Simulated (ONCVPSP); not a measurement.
calcium, ONCV: configuration errors across variants

```json
{
  "Element": "calcium (Ca)",
  "Generator": "ONCVPSP 4.0.1",
  "Type": "optimised norm-conserving Vanderbilt (ONCV)",
  "Functional": "PBE",
  "Relativity": "scalar-relativistic",
  "Frozen core": "[Ne]",
  "Valence charge": "10",
  "Reference configuration": "3s2 3p6 4s2",
  "Partial waves": "3s+4s: rc 2.05 bohr, ncon 3, nbas 7, qcut 6.4 1/bohr, 3 projectors, debl 0.9 Ha; 3p: rc 1.50 bohr, ncon 4, nbas 7, qcut 10.7 1/bohr, 2 projectors, debl 3.7 Ha; d scattering state at 0.13 Ha: rc 1.95 bohr, ncon 3, nbas 7, qcut 4.5 1/bohr, 2 projectors, debl 3.3 Ha; f scattering state at 0.18 Ha: rc 1.60 bohr, ncon 4, nbas 8, qcut 6.3 1/bohr, 2 projectors, debl 1.1 Ha",
  "Local potential": "polynomial inside 1.50 bohr (lpopt 5, dvloc0 4 Ha)",
  "Core correction": "Teter function, fcfact 2.25, rcfact 1.4"
}
```

In the d channel the program set the typed energies aside and used -0.072, 3.228 Ha.

All-electron excitation energies from the reference (eV): (1) 3s2 3p6 4s1 6.309; (2) 3s2 3p6 4s0 18.130; (3) 3s2 3p6 4s1.5 2.504; (4) 3s2 3p6 3d1 4s0 7.688.

1 further variants failed, have other tests or another functional or relativity, and are left out.

Errors AE − PS in meV (a dash: test not solved or not reliable):

```tsv
change	(1)	(2)	(3)	(4)	bound ghosts	GHOST(+) flags above zero
base	-0.5	-2.8	-0.1	+56	none	none
core correction Teter function, fcfact 3.1, rcfact 1.4	-0.5	-2.9	-0.1	+56	none	none
s: qcut 7.9; p: qcut 13.1; d: qcut 5.5; f: qcut 7.7	-0.4	-1.9	-0.1	+35	none	none
all radii but the core radius scaled by about 1.27 (s 2.60, p 1.90, d 2.48, f 2.04 bohr); local potential polynomial inside 1.90 bohr (lpopt 5, dvloc0 4 Ha)	-0.5	-3.1	-0.1	+116	none	none
```

Problem. Give the same row for: core correction Teter function, fcfact 2.25, rcfact 1.2.

Solution. -0.4, -2.8, -0.1, +56; bound ghosts: none; GHOST(+) flags above zero: none.
